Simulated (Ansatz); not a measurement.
Start from `F[SiH]([SiH3])[SiH2]Cl` and change one atom or group to get `F[SiH]([SiH3])[SiH3]`.

Ansatz, PBE0-D4/def2-TZVP geometries, multiplicity 1. Each molecule was computed in one conformer, which needn't be the lowest.

| property | `F[SiH]([SiH3])[SiH2]Cl` |
| --- | --- |
| LUMO energy (B3LYP/def2-TZVPP) / eV | -1.53 |
| HOMO–LUMO gap (ωB97M-V/def2-TZVPP) / eV | 10.31 |
| HOMO energy (B3LYP/def2-TZVPP) / eV | -7.74 |
| HOMO–LUMO gap (B3LYP/def2-TZVPP) / eV | 6.21 |
| HOMO energy (PBE0/def2-TZVPP) / eV | -7.94 |
| size of the dipole moment (B3LYP/def2-TZVPP) / D | 0.15 |

Q: What does the change do to each property? (Best estimate.)

A: Ansatz gave: 
| property | `F[SiH]([SiH3])[SiH3]` | shift |
| --- | --- | --- |
| LUMO energy (B3LYP/def2-TZVPP) / eV | -1.15 | 0.38 |
| HOMO–LUMO gap (ωB97M-V/def2-TZVPP) / eV | 10.68 | 0.37 |
| HOMO energy (B3LYP/def2-TZVPP) / eV | -7.73 | 0.01 |
| HOMO–LUMO gap (B3LYP/def2-TZVPP) / eV | 6.58 | 0.37 |
| HOMO energy (PBE0/def2-TZVPP) / eV | -7.92 | 0.02 |
| size of the dipole moment (B3LYP/def2-TZVPP) / D | 1.12 | 0.97 |

Dipoles are sizes alone; their direction can turn.

B3LYP here is the variant with VWN-RPA as its local correlation; programs differ in this.
